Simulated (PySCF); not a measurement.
## [La(P5)2]+ at several levels of theory

Computed with PySCF 2.14.0 (density fitting, no spin-orbit coupling) at the geometry relaxed with PBE:

```xyz
11
[La(P5)2]+ (singlet)
La    0.8509   -0.0038    0.0000
P    -0.1774    1.8300    2.3928
P    -1.7920    0.5703    1.7445
P    -1.1690   -1.4831    1.9867
P     0.8261   -1.4778    2.7914
P     1.4511    0.5670    3.0367
P    -0.1785   -1.8283   -2.3992
P    -1.7923   -0.5699   -1.7464
P    -1.1680    1.4840   -1.9815
P     0.8270    1.4801   -2.7862
P     1.4508   -0.5644   -3.0389
```

| level | basis | state | HOMO (eV) | gap (eV) | charge on La1 (e) | population of f-type functions on La1 (polarisation alone where 4f lies in the core) | dipole about the centre of mass (D) | largest force component (eV/Å) |
| --- | --- | --- | --- | --- | --- | --- | --- | --- |
| PBE | La lcecp-1-SVP with ECP46, P def2-SVP | singlet | -9.93 | 1.28 | 0.81 | 0.03 | 2.29 | 0.02 |
| BLYP | the same | singlet | -9.63 | 1.27 | 0.66 | 0.03 | 2.22 | 0.35 |
| HF | the same | singlet | -12.93 | 7.58 | 1.26 | 0.03 | 2.71 | 0.78 |
| TPSSh | the same | singlet | -10.46 | 2.02 | 1.05 | 0.03 | 2.52 | 0.28 |
| PBE | La lcecp-1-TZVP with ECP46, P def2-TZVP | singlet | -9.69 | 1.26 | 1.05 | 0.06 | 2.21 | 0.37 |

In the lcecp rows the 4f levels are missing from HOMO and gap, and the state counts the valence alone.

Charges are Mulliken's, which hang on the basis. The relaxation used the grid (50, 194), these runs (75, 302) or, all-electron (x2c bases, spin-free X2C Hamiltonian), (99, 590).

Problem. What does TPSS with La lcecp-1-SVP with ECP46, P def2-SVP give here?

Solution. state singlet, HOMO (eV) -10.06, gap (eV) 1.40, charge on La1 (e) 1.01, population of f-type functions on La1 (polarisation alone where 4f lies in the core) 0.03, dipole about the centre of mass (D) 2.47, largest force component (eV/Å) 0.10. Time: 24 s on 4 threads of Arm Neoverse V2, on a shared host, from an already converged density.

In the first row's basis the gap widens with exact exchange: 1.3 to 1.4 eV for BLYP, PBE, TPSS (none); 2.0 eV for TPSSh (a fixed share); 7.6 eV for Hartree–Fock (rising or full at long range).

No frequency check is given that shows the relaxed geometry to be a minimum, and it was reached by following one of several unstable modes of a saddle point.
